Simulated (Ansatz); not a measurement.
Calculated with Ansatz (gas phase, PBE0-D4/def2-TZVP geometries, no zero-point term in ΔE). CCSD(T)/CBS is the MP2 limit (def2-TZVPP, def2-QZVPP) plus CCSD(T) − MP2 in def2-TZVPP, frozen cores. This one scheme is used for every species. Each species was taken in one conformer, which may not be the lowest.

Reaction (formal hydrolysis of a C–Cl bond): `C[SiH2]C(=N)Cl` + H₂O → `C[SiH2]C(=N)O` + HCl

`C[SiH2]C(=N)Cl`:

Z-matrix (Å, degrees):
```
C
Si 1 1.858
H 1 1.092 2 110.4
H 1 1.092 2 110.7 3 -120.3
H 1 1.092 2 110.4 3 119.4
C 2 1.897 1 109.4 3 -59.6
H 2 1.485 1 112.7 3 -177.8
H 2 1.485 1 112.7 3 58.6
Cl 6 1.785 2 113.5 1 -179.9
N 6 1.249 2 123.7 1 0.1
H 10 1.020 6 114.3 2 180.0
```

H₂O:

```xyz
3

O     0.184   -0.208   -0.273
H     0.386   -0.167    0.664
H    -0.570    0.374   -0.391
```

`C[SiH2]C(=N)O`:

```xyz
12

C    -0.730   -0.660    1.561
Si   -0.717    0.518    0.116
C     0.733    0.132   -1.055
N     1.623    0.923   -1.483
O     0.763   -1.160   -1.442
H    -1.569   -0.449    2.228
H     0.195   -0.579    2.137
H    -0.822   -1.688    1.205
H    -0.515    1.928    0.545
H    -1.980    0.425   -0.662
H     1.493    1.862   -1.118
H     1.526   -1.253   -2.034
```

HCl:

Cartesian coordinates in Å:
```
Cl 0.284 -0.484 -0.306
H -0.284 0.484 0.306
```

```tsv
species	CCSD(T)/CBS(def2) energy (Eh)
`C[SiH2]C(=N)Cl`	-883.26910
H₂O	-76.37941
`C[SiH2]C(=N)O`	-499.27173
HCl	-460.38127
```

**Question.** Work out ΔE.

**Answer.** ΔE = (-499.27173) + (-460.38127) − (-883.26910) − (-76.37941) = -0.00449 Eh = -11.8 kJ/mol.

Largest T1 diagnostic among the species: 0.013.

The D4 term adds +4.0 kJ/mol with B3LYP and +2.0 kJ/mol with PBE0; it sums over pairs of atoms, weighted by their polarisabilities, and B3LYP, whose exchange is more repulsive, gets the larger term. At CCSD(T), def2-SVP lies −22.9 kJ/mol from the extrapolated value and def2-TZVPP −5.6 kJ/mol. Leaving LDA and LC-ωPBE aside and taking each functional with its dispersion term where it has one, the values, not all of them listed here, spread over 14.1 kJ/mol, from CAM-B3LYP-D4 to revPBE-D4. LDA lies −10.0 kJ/mol from PBE without D4.

B3LYP here is the variant with VWN-RPA as its local correlation; programs differ in this.
